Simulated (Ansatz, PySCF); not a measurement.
System: HTe (charge +1, singlet). 
Structure (B3LYP-D3(BJ)/def2-TZVP (Ansatz, a program for electronic structure) minimum search):
```xyz
2

Te     0.0000     0.0000    -0.0316
H      0.0000     0.0000     1.6418
```
Charge +1, spin multiplicity 1.

Total electronic energies in hartree. Cores are frozen in the correlated levels unless marked. No spin-orbit coupling. Frozen are the shells of the preceding noble gas and the d and f shells that filled before the atom's block. In def2 rows, elements after Kr have scalar-relativistic effective core potentials. CBS(X,Y): correlation extrapolated as X^-3; Hartree-Fock from the larger set.

The Hartree-Fock reference is unstable (checked in the largest basis), which strains HF and MP2. 

```csv
level,program,energy (Eh)
HF/def2-SVP,Ansatz,-267.20069
HF/def2-SVPD,Ansatz,-267.20160
RI-HF/def2-TZVPP,Ansatz,-267.21235
RI-HF/def2-TZVPPD,Ansatz,-267.21252
PBE-D4/def2-TZVPD,Ansatz + dftd4,-268.20472
BLYP-D3(BJ)/def2-TZVPD,Ansatz + dftd3,[?]
revPBE/def2-TZVPD,Ansatz,-268.26415
BP86-D3(BJ)/def2-TZVPD,PySCF + dftd3,[?]
B3LYP-D4/def2-TZVPD,Ansatz + dftd4,-268.30733
TPSSh-D3(BJ)/def2-TZVPD,PySCF + dftd3,-268.13036
r2SCAN0/def2-TZVPD,Ansatz,-268.28184
PW6B95-D3(BJ)/def2-TZVPD,PySCF + dftd3,-268.38231
PW6B95/def2-TZVPD,PySCF,-268.38205
M06-2X/def2-TZVPD,PySCF,[?]
MN15-D3(BJ)/def2-TZVPD,PySCF + dftd3,-267.58215
HSE06-D3(BJ)/def2-TZVPD,Ansatz + dftd3,-268.21994
CAM-B3LYP-D3(BJ)/def2-TZVPD,Ansatz + dftd3,-268.21135
wB97X-V/def2-TZVPD,Ansatz,-268.20031
B2GP-PLYP-D3(BJ)/def2-TZVPD,Ansatz + dftd3,-267.86242
B2PLYP-D3(BJ)/def2-TZVPD,Ansatz + dftd3,-267.94022
B2PLYP/def2-TZVPD,Ansatz,-267.93977
CCSD/def2-TZVPP,Ansatz,-267.34484
"CCSD(T)/CBS(def2-TZVPPD,def2-QZVPPD)",Ansatz,-267.3695
```

Question: What belongs in the gaps?

Answer: 
- BLYP-D3(BJ)/def2-TZVPD, energy (Eh): -268.17202
- BP86-D3(BJ)/def2-TZVPD, energy (Eh): -268.34491
- M06-2X/def2-TZVPD, energy (Eh): -268.13704
